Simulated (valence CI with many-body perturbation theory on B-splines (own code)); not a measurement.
**Ru22+ in brief**

Level of theory: configuration interaction combined with many-body perturbation theory (CI+MBPT): four valence electrons over a frozen Dirac-Fock core [Ar], radial functions for each j: 7 s, 7 p, 8 d, 6 f, 4 g, 1 h, with the one-electron correlation potential Σ1 (screened to all orders), the two-electron term Σ2, the three-electron term Σ3, Breit, model QED; selected single and double excitations, second order for the rest, scaled by the run's own slope (own B-spline code, finite nucleus).

No measured levels were compared; by estimate terms of the open shell hold to 2 to 4 % of their energy, and close levels can change places. Only levels of the ground parity were solved; by the run's estimate the other parity begins above the list, which can be wrong where configurations are misplaced.

Names give the largest LS component (configuration and term), which can be under half, so a name can repeat, a term be missing and a line seem to break the LS rules; names also repeat where a configuration has a term twice.

Rates and lifetimes use the calculated energies. Strong lines usually hold to 10 to 20 %, long lifetimes can be off by a factor of two.

Problem. What is the ground level?

Solution. 3d⁴ ⁵D_0, composition 71 % 3d⁴ ⁵D + 27 % 3d⁴ ³P + 2 % 3d⁴ ¹S.

Problem. How well does LS coupling describe the low levels?

Solution. Among the lowest 20 levels the leading LS term, summed over configurations, holds 67 % on average. For single configurations the figures are 67 % in LS and 65 % in jj coupling. Terms mix most in the J = 2 level at 20.448 eV, where the leading one holds 33 %.

Problem. What is the ionisation energy?

Solution. 1048.1 eV; NIST lists 1048 ± 4 eV (theoretical).

Problem. How is the term ⁵D of the ground level split?

Solution. J = 0 at 0.000, J = 1 at 1.940, J = 2 at 3.742, J = 3 at 5.236, J = 4 at 6.340 eV.
